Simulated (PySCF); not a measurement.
Radial density of Mo (molybdenum, neutral)

BLYP, [Kr] 4d4 5s1 6s1, high-spin 7D determinant (an excited configuration). Computed with PySCF 2.14 in aug-cc-pVTZ-PP with ECP28MDF (6s6p5d3f2g, 88 functions), with a scalar-relativistic core potential. This is the valence pseudo-density: the core potential removes the inner electrons and smooths the orbitals near the nucleus.

```
r (bohr)  4πr²ρ (e/bohr)  4πr²(ρα − ρβ)
  0.0347       1.911e-05         0.0000
  0.0584       4.825e-05         0.0000
  0.0983       0.0001726         0.0000
   0.165        0.001457         0.0004
   0.278         0.02391         0.0063
   0.468          0.6678         0.1165
   0.787           7.408         1.1352
    1.32           9.114         2.4812
    2.23           2.312         1.6875
    3.74          0.4316         0.4266
    6.30          0.1114         0.1114
    10.6          0.1161         0.1161
    17.8        0.002988         0.0030
```

Energies and moments cover only the electrons outside the core potential. The outer electron is Rydberg-like, and this basis confines it to a smaller radius and binds it less than a complete one would.
